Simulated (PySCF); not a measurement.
Molecule: 2-amino-1-fluorobenzene (SMILES Nc1ccccc1F).

Mapped SMILES: `[NH2:1][c:2]1[cH:3][cH:4][cH:5][cH:6][c:7]1[F:8]` (H(Xn): hydrogen on atom n).

Geometry PBE0-D3(BJ)/def2-SVP throughout; GIAO in PySCF 2.14, gas phase, one conformer, non-relativistic; equivalent atoms averaged; functional PBE0.

For orientation, cc-pVTZ gives these shifts δ (against NH3, TMS at the same level): N1 62.6, C7 156.3, C2 139.6, C4 128.5, C5 120.2, C3 117.1, H(C4) 7.06, H(C6) 7.03, H(C3) 6.70 ppm.

A run gave: N1 57.1, C7 148.6, C2 132.9, C4 122.0, C5 113.9, C3 111.4, H(C4) 6.73, H(C6) 6.79, H(C3) 6.40 ppm (shifts δ (against NH3, TMS at the same level)).

Which basis set was used in that run?
A. 6-31G*
B. STO-3G
C. def2-SVP
D. 6-311+G(2d,p)

Answers

C. C7 tells them apart best: def2-SVP gives 148.6, STO-3G gives 119.5, 6-311+G(2d,p) gives 155.5, 6-31G* gives 143.0 ppm.
